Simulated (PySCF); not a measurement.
**29Si chemical shifts**

How the numbers were obtained: GFN2-xTB geometry, GIAO PBE0/pcSseg-1 shieldings, in PySCF (non-relativistic Hamiltonian, equivalent nuclei averaged, a single conformation, no solvent).

Shieldings were converted by a linear fit to measured shifts: 29Si: δ = 279.94 − 0.822σ (rms 8.9 ppm, 72 shifts, 25.8 ppm with the 6 outliers that the fit left out vs TMS, solution or neat liquid). A few per cent of atoms miss by over 2 rms, more outside the fitted compound classes.

**Question.** Give the 29Si shifts of `CC/C=C/[Si@H]([SiH3])P`, `C=C/C=C\C(=C)C[SiH3]`.

**Answer.** 
```
                                              compound                         environment  δ (ppm)
[CH3:1][CH2:2]/[CH:3]=[CH:4]/[Si@H:5]([SiH3:6])[PH2:7]  Si5: silicon bonded to C, P, Si, H    -53.0
[CH3:1][CH2:2]/[CH:3]=[CH:4]/[Si@H:5]([SiH3:6])[PH2:7]      Si6: silicon bonded to Si, 3 H   -101.3
                                  C=C/C=C\C(=C)C[SiH3]            silicon bonded to C, 3 H    -60.5
```

**Question.** Match the shifts -33.9, -53.3, -113.7 ppm to `C=CC1(C=C)[SiH2][C@H]1C`, `C=CCC1=CC[SiH2]C1`, `FCSCS[SiH3]`.

**Answer.** -33.9: C=CCC1=CC[SiH2]C1 (silicon bonded to 2 C, 2 H, in a 5-membered ring); -53.3: FCSCS[SiH3] (silicon bonded to S, 3 H); -113.7: C=CC1(C=C)[SiH2][C@H]1C (silicon bonded to 2 C, 2 H, in a 3-membered ring).
